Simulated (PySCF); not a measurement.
A GIAO shielding run with PySCF (density fitting, non-relativistic, gas phase) on `N#C[SiH2]C[C@H]([SiH3])[SiH2]F`, C3H10FNSi3:

```
$ OMP_NUM_THREADS=1 python probes_run.py task.json out

{"job": {"kind": "nmr", "xc": "PBE0", "basis": "pcSseg-1"}, "charge": 0, "multiplicity": 1}
N      4.623937     0.318711    -0.150670
C      3.598460    -0.173763    -0.014371
Si     1.917933    -0.966587     0.202976
C      0.674153     0.431082    -0.164406
C     -0.778206    -0.031198    -0.374493
Si    -1.820040     1.423074    -1.044431
Si    -1.562385    -0.802693     1.169440
F     -0.822265    -2.210799     1.467262
H      1.877746    -1.453093     1.581039
H      1.838455    -2.030030    -0.803139
H      0.704956     1.168485     0.642470
H      1.012290     0.961068    -1.061620
H     -0.775312    -0.803739    -1.152648
H     -1.801628     2.506258    -0.059592
H     -1.219926     1.886230    -2.298231
H     -3.195642     0.985482    -1.282418
H     -2.949146    -1.185613     0.958345
H     -1.332139    -0.016555     2.372833
```

Hardware: 1 thread of an Arm Neoverse N1, shared host. The job also computes population analyses, field gradients.

Problem. How large is the calculation?

Solution. 86 electrons, 207 basis functions and 1141 auxiliary functions.

Problem. How long does it take, and how much memory does it need?

Solution. 71 s of wall time, with 14 SCF cycles and 5 response iterations; peak memory 0.86 GiB. Times on a shared host scatter by some tens of per cent.
